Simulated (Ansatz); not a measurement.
System: sum formula TaO2F, charge -1, multiplicity 2. The spin state was set by rule; other spins were not relaxed. 
Structure (B3LYP-D3(BJ)/def2-TZVP (Ansatz, a program for electronic structure) minimum search):
```
Ta
O 1 1.7798
O 1 1.7798 2 112.15
F 1 1.9636 2 117.35 3 140.26
```
Charge -1, spin multiplicity 2.

Basis-set convergence of Hartree-Fock and MP2 correlation energies (hartree) with Ansatz. Cores are frozen in the correlated levels unless marked. Open shells are spin-unrestricted. Spin-orbit coupling is left out. Frozen are the shells of the preceding noble gas and the d and f shells that filled before the atom's block. In def2 rows, elements after Kr have scalar-relativistic effective core potentials. This anion needs diffuse functions, which these sets lack.

```tsv
basis	functions	E(HF)	E(corr, MP2)
def2-SVP	74	-305.52105	-0.73215
def2-TZVPP	149	___	___
```

**Question.** What belongs in the gaps?

**Answer.** 
- def2-TZVPP, E(HF): -305.86950
- def2-TZVPP, E(corr, MP2): -0.91821
